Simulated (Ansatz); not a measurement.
Computed with Ansatz on PBE0-D4/def2-TZVP structures; ΔE is electronic, products minus reactants. CCSD(T)/CBS adds triple-zeta CCSD(T) − MP2 to the extrapolated MP2 energy (def2 sets, frozen cores). DFT in def2-TZVPP. B3LYP here is the variant with VWN-RPA as its local correlation; programs differ in this. For Ge outer-core shells are correlated without core-valence functions, which leaves a few kJ/mol of doubt a bond. Scalar relativity is left out up to krypton. One conformer a species, not always the lowest.

Reaction (formal exchange of groups at the Si–C bond): `[SiH3]C1CCC1` + `C[O][GeH]([OH])[OH]` → `[OH][GeH]([OH])[O][SiH3]` + `CC1CCC1`

```json
{"level": "PBE-D4", "ΔE (kJ/mol)": "-152.1", "difference from CCSD(T)/CBS": "20.1"}
{"level": "r2SCAN-D4", "ΔE (kJ/mol)": "-167.0", "difference from CCSD(T)/CBS": "5.2"}
{"level": "PBE0-D4", "ΔE (kJ/mol)": "-160.7", "difference from CCSD(T)/CBS": "11.5"}
{"level": "B3LYP-D4", "ΔE (kJ/mol)": "-165.3", "difference from CCSD(T)/CBS": "6.9"}
{"level": "ωB97X-V", "ΔE (kJ/mol)": "-166.1", "difference from CCSD(T)/CBS": "6.1"}
{"level": "ωB97M-V", "ΔE (kJ/mol)": "-167.9", "difference from CCSD(T)/CBS": "4.3"}
{"level": "B2PLYP", "ΔE (kJ/mol)": "-171.4", "difference from CCSD(T)/CBS": "0.8"}
{"level": "PBE", "ΔE (kJ/mol)": "-152.9", "difference from CCSD(T)/CBS": "19.3"}
{"level": "r2SCAN", "ΔE (kJ/mol)": "-167.1", "difference from CCSD(T)/CBS": "5.1"}
{"level": "PBE0", "ΔE (kJ/mol)": "-161.4", "difference from CCSD(T)/CBS": "10.8"}
{"level": "B3LYP", "ΔE (kJ/mol)": "-166.7", "difference from CCSD(T)/CBS": "5.5"}
{"level": "HF/def2-TZVPP", "ΔE (kJ/mol)": "-185.1", "difference from CCSD(T)/CBS": "-12.9"}
{"level": "MP2/def2-TZVPP", "ΔE (kJ/mol)": "-176.9", "difference from CCSD(T)/CBS": "-4.7"}
{"level": "SCS-MP2/def2-TZVPP", "ΔE (kJ/mol)": "-176.4", "difference from CCSD(T)/CBS": "-4.2"}
{"level": "CCSD/def2-TZVPP", "ΔE (kJ/mol)": "-173.8", "difference from CCSD(T)/CBS": "-1.6"}
{"level": "CCSD(T)/def2-TZVPP", "ΔE (kJ/mol)": "-170.9", "difference from CCSD(T)/CBS": "1.3"}
{"level": "HF/def2-QZVPP", "ΔE (kJ/mol)": "-186.7", "difference from CCSD(T)/CBS": "-14.5"}
{"level": "MP2/def2-QZVPP", "ΔE (kJ/mol)": "-178.1", "difference from CCSD(T)/CBS": "-5.9"}
{"level": "SCS-MP2/def2-QZVPP", "ΔE (kJ/mol)": "-177.8", "difference from CCSD(T)/CBS": "-5.6"}
{"level": "HF/CBS(def2)", "ΔE (kJ/mol)": "-186.9", "difference from CCSD(T)/CBS": "-14.7"}
{"level": "MP2/CBS(def2)", "ΔE (kJ/mol)": "-178.1", "difference from CCSD(T)/CBS": "-5.9"}
{"level": "CCSD/CBS(def2)", "ΔE (kJ/mol)": "-175.0", "difference from CCSD(T)/CBS": "-2.8"}
{"level": "CCSD(T)/CBS", "ΔE (kJ/mol)": "-172.2", "difference from CCSD(T)/CBS": "0"}
```

Largest T1 diagnostic among the species: 0.012.

From PBE to PBE0 (25 % exact exchange), in def2-TZVPP and without D4, ΔE moves by −8.5 kJ/mol. In def2-TZVPP, CCSD(T) changes the Hartree–Fock value by +14.2 kJ/mol (the triples alone add +2.8 kJ/mol) and MP2 by +8.2 kJ/mol.
